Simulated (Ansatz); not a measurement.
Ansatz (a first-principles code) input:

Ansatz 0.2 input:
```yaml
crystal:
  periodic: [false, false, false]
  atoms:
    - {symbol: Cl, position_ang: [0.05615644, -0.09788196, 2.08681914]}
    - {symbol: Si, position_ang: [0.00624664, 0.00358096, 0.08446025]}
    - {symbol: Br, position_ang: [-1.17990572, -1.63275932, -0.79374127]}
    - {symbol: Br, position_ang: [2.02236871, -0.12295196, -0.79613587]}
    - {symbol: Br, position_ang: [-0.88375916, 1.89161062, -0.62244136]}
basis:
  gaussian:
    orbitals: def2-TZVP
hamiltonian:
  xc: b3lyp
  dispersion: d3bj
relax: {f_tol: 0.002, max_steps: 150}
```

Task: Which total energy does the run end on?

Result: -8472.51228 Eh (B3LYP-D3(BJ)/def2-TZVP). The basis has 218 functions. The run takes very roughly 110 core-seconds.
